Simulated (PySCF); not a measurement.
Species: `N#CC[C@H]1C[SiH2]CCCO1`. The columns A, B, C and D hold Mulliken, IAO, Hirshfeld and ESP-fitted charges (e) of one PBE0/pcSseg-1 density (PySCF), in a shuffled order. Coordinates in Å (GFN2-xTB); the density's dipole moment is (-3.52, -2.07, -0.78) D.

```tsv
atom	x	y	z	A	B	C	D
N1	4.338	0.662	-0.786	-0.245	-0.495	-0.230	-0.250
C2	3.410	0.005	-0.666	+0.051	+0.460	+0.089	+0.142
C3	2.236	-0.808	-0.501	-0.150	-0.577	-0.050	-0.316
C4	1.230	-0.111	0.443	+0.009	+0.460	+0.054	+0.104
C5	0.709	1.210	-0.110	-0.518	-0.538	-0.171	-0.567
Si6	-0.932	1.603	0.786	+0.703	+0.470	+0.332	+0.750
C7	-2.320	0.552	0.007	-0.547	-0.298	-0.159	-0.537
C8	-2.144	-0.951	0.199	-0.203	-0.014	-0.074	-0.254
C9	-0.733	-1.400	-0.176	+0.026	+0.088	+0.004	-0.059
O10	0.177	-0.971	0.823	-0.524	-0.459	-0.125	-0.403
H11	2.528	-1.772	-0.074	+0.177	+0.211	+0.068	+0.185
H12	1.788	-0.982	-1.484	+0.165	+0.196	+0.062	+0.170
H13	1.736	0.082	1.397	+0.141	+0.056	+0.047	+0.157
H14	1.457	1.986	0.042	+0.172	+0.160	+0.046	+0.166
H15	0.549	1.142	-1.188	+0.136	+0.157	+0.036	+0.138
H16	-0.803	1.360	2.222	-0.065	-0.101	-0.078	-0.119
H17	-1.248	3.015	0.528	-0.091	-0.143	-0.088	-0.132
H18	-2.371	0.768	-1.063	+0.138	+0.087	+0.037	+0.139
H19	-3.281	0.851	0.425	+0.147	+0.084	+0.042	+0.151
H20	-2.869	-1.503	-0.404	+0.120	+0.021	+0.043	+0.137
H21	-2.304	-1.210	1.247	+0.134	+0.063	+0.041	+0.144
H22	-0.472	-1.002	-1.161	+0.101	+0.056	+0.037	+0.113
H23	-0.687	-2.496	-0.222	+0.125	+0.055	+0.040	+0.139
```

**Question.** Which column most likely holds the ESP-fitted charges?

**Answer.** B. Σ q r misses the density's dipole by 0.03 D (B), 1.41 D (C), 1.57 D (D), 1.91 D (A). Charges fitted to the outside potential are the only set here that is tied to the molecule's multipoles.

**Question.** And the Hirshfeld charges?

**Answer.** C. The mean sizes are 0.085 e (C), 0.204 e (A), 0.228 e (B), 0.229 e (D), and Hirshfeld charges are commonly the smallest of these schemes.

As computed, A = Mulliken, B = ESP-fitted, C = Hirshfeld, D = IAO. Hydrogens on carbon: Mulliken +0.10 to +0.18, ESP-fitted +0.02 to +0.21, Hirshfeld +0.04 to +0.07, IAO +0.11 to +0.18 e.

The IAO scheme projects the occupied orbitals on a minimal set of polarised atomic orbitals and counts the electrons in each atom's part of it. The Mulliken scheme counts on each atom the diagonal of the density matrix times the overlap matrix over that atom's basis functions.

The structure is a single GFN2-xTB conformer in the gas phase; no vibrational or solvent corrections.
